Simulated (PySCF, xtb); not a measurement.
1-fluorocyclopenta-1,3-diene (C₅H₅F), SMILES C1CC(F)=CC=1.

GFN2-xTB (xtb) at its own geometry gives an orbital gap of 3.71 eV and a dipole moment of 1.90 D.

Geometry optimised at B3LYP-D3(BJ)/def2-SVP. The values are those of a single conformer.

Problem. What does ωB97X/def2-TZVP (PySCF) give? (An estimate is asked for; the answer gives what the named calculation found.)

Solution. gap 10.11 eV (levels -8.56 and 1.55 eV), dipole 1.22 D.
